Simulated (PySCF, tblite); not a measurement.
Breaking a bond: H₃Al, SMILES [AlH3], singlet. The Al1–H4 bond (Al1 also carries H, H; H4 carries nothing else) is varied alone, starting from the PBE0/def2-TZVP optimised geometry.

Levels: GFN2-xTB, 300 K electronic temperature (tblite); UCCSD(T) = CCSD(T) on UHF/6-31G, 5 core orbitals frozen (PySCF).

Energies relative to the lowest point of each curve near equilibrium, in kcal/mol; the last columns give the difference from UCCSD(T):

```json
[
 {"R / Å": "1.20", "GFN2-xTB": "36.4", "UCCSD(T)": "45.5", "GFN2-xTB − UCCSD(T)": "-9.1"},
 {"R / Å": "1.27", "GFN2-xTB": "19.3", "UCCSD(T)": "28.5", "GFN2-xTB − UCCSD(T)": "-9.2"},
 {"R / Å": "1.34", "GFN2-xTB": "9.1", "UCCSD(T)": "16.5", "GFN2-xTB − UCCSD(T)": "-7.4"},
 {"R / Å": "1.42", "GFN2-xTB": "2.9", "UCCSD(T)": "7.6", "GFN2-xTB − UCCSD(T)": "-4.7"},
 {"R / Å": "1.49", "GFN2-xTB": "0.5", "UCCSD(T)": "2.9", "GFN2-xTB − UCCSD(T)": "-2.4"},
 {"R / Å": "1.53", "GFN2-xTB": "0.0", "UCCSD(T)": "1.3", "GFN2-xTB − UCCSD(T)": "-1.3"},
 {"R / Å": "1.59", "GFN2-xTB": "0.1", "UCCSD(T)": "0.1", "GFN2-xTB − UCCSD(T)": "0.0"},
 {"R / Å": "1.65", "GFN2-xTB": "0.9", "UCCSD(T)": "0.0", "GFN2-xTB − UCCSD(T)": "0.9"},
 {"R / Å": "1.69", "GFN2-xTB": "1.8", "UCCSD(T)": "0.4", "GFN2-xTB − UCCSD(T)": "1.4"},
 {"R / Å": "1.73", "GFN2-xTB": "2.9", "UCCSD(T)": "1.2", "GFN2-xTB − UCCSD(T)": "1.6"},
 {"R / Å": "1.84", "GFN2-xTB": "6.5", "UCCSD(T)": "4.7", "GFN2-xTB − UCCSD(T)": "1.8"},
 {"R / Å": "1.95", "GFN2-xTB": "10.7", "UCCSD(T)": "9.6", "GFN2-xTB − UCCSD(T)": "1.1"},
 {"R / Å": "2.13", "GFN2-xTB": "18.6", "UCCSD(T)": "18.9", "GFN2-xTB − UCCSD(T)": "-0.4"},
 {"R / Å": "2.39", "GFN2-xTB": "31.2", "UCCSD(T)": "33.0", "GFN2-xTB − UCCSD(T)": "-1.7"},
 {"R / Å": "2.59", "GFN2-xTB": "41.4", "UCCSD(T)": "42.8", "GFN2-xTB − UCCSD(T)": "-1.5"},
 {"R / Å": "2.84", "GFN2-xTB": "54.1", "UCCSD(T)": "53.1", "GFN2-xTB − UCCSD(T)": "0.9"},
 {"R / Å": "3.16", "GFN2-xTB": "69.5", "UCCSD(T)": "62.7", "GFN2-xTB − UCCSD(T)": "6.8"},
 {"R / Å": "3.45", "GFN2-xTB": "81.7", "UCCSD(T)": "68.2", "GFN2-xTB − UCCSD(T)": "13.5"},
 {"R / Å": "3.86", "GFN2-xTB": "95.0", "UCCSD(T)": "71.7", "GFN2-xTB − UCCSD(T)": "23.3"},
 {"R / Å": "4.24", "GFN2-xTB": "103.1", "UCCSD(T)": "72.6", "GFN2-xTB − UCCSD(T)": "30.5"},
 {"R / Å": "4.78", "GFN2-xTB": "109.4", "UCCSD(T)": "72.9", "GFN2-xTB − UCCSD(T)": "36.5"},
 {"R / Å": "5.52", "GFN2-xTB": "112.3", "UCCSD(T)": "73.0", "GFN2-xTB − UCCSD(T)": "39.3"}
]
```

GFN2-xTB is furthest from UCCSD(T) at 5.52 (39.3 kcal/mol, above); its mean absolute difference over the points is 8.9 kcal/mol.

The unrestricted determinant behind UCCSD(T) is spin-contaminated at 2.39 to 5.52 Å (<S²> up to 1.0, against 0.00 for a pure singlet).
